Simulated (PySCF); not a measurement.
**Charge-transfer reorganisation: `C=C/C(=N\N)C(F)(F)F`, C4H5F3N2**

Molfile (atoms numbered from 1):
```
C4H5F3N2
     RDKit          3D

 14 13  0  0  0  0  0  0  0  0999 V2000
   -0.3040    1.9403   -0.6401 C   0  0  0  0  0  0  0  0  0  0  0  0
   -0.5185    0.6199   -0.6475 C   0  0  0  0  0  0  0  0  0  0  0  0
    0.2182   -0.3845    0.1199 C   0  0  0  0  0  0  0  0  0  0  0  0
   -0.1991   -1.5686    0.4011 N   0  0  0  0  0  0  0  0  0  0  0  0
   -1.4331   -1.9397    0.0203 N   0  0  0  0  0  0  0  0  0  0  0  0
    1.6171   -0.0725    0.5890 C   0  0  0  0  0  0  0  0  0  0  0  0
    1.6040    0.9279    1.4995 F   0  0  0  0  0  0  0  0  0  0  0  0
    2.3907    0.3480   -0.4268 F   0  0  0  0  0  0  0  0  0  0  0  0
    2.2149   -1.1161    1.1549 F   0  0  0  0  0  0  0  0  0  0  0  0
   -0.8808    2.5991   -1.2822 H   0  0  0  0  0  0  0  0  0  0  0  0
    0.4448    2.4022   -0.0053 H   0  0  0  0  0  0  0  0  0  0  0  0
   -1.2839    0.2186   -1.3121 H   0  0  0  0  0  0  0  0  0  0  0  0
   -2.1505   -1.2198    0.0083 H   0  0  0  0  0  0  0  0  0  0  0  0
   -1.7247   -2.7696    0.5170 H   0  0  0  0  0  0  0  0  0  0  0  0
  1  2  2  0
  2  3  1  0
  3  4  2  0
  4  5  1  0
  3  6  1  0
  6  7  1  0
  6  8  1  0
  6  9  1  0
  1 10  1  0
  1 11  1  0
  2 12  1  0
  5 13  1  0
  5 14  1  0
M  END
```

Method: UKS PBE0/6-31G* four-point reorganisation energy, gas phase (PySCF 2.14.0). Geometry: PBE0/6-31G*.

Task: What is the inner reorganisation energy for hole transfer, with the ionisation energy?

Result: λ = 0.557 (surface of the oxidised species) + 0.487 (surface of the starting species) = 1.044 eV. The ionisation energy is 8.71 eV vertical and 8.15 eV adiabatic without zero-point energy; at the relaxed geometry of the oxidised species the two energies differ by 7.67 eV. Largest bond changes: N4–N5 1.344 → 1.276 Å, C2–C3 1.463 → 1.419 Å, C3–N4 1.286 → 1.328 Å, C1–C2 1.338 → 1.366 Å, C3–C6 1.508 → 1.536 Å. ⟨S²⟩ of the relaxed oxidised species 0.784.
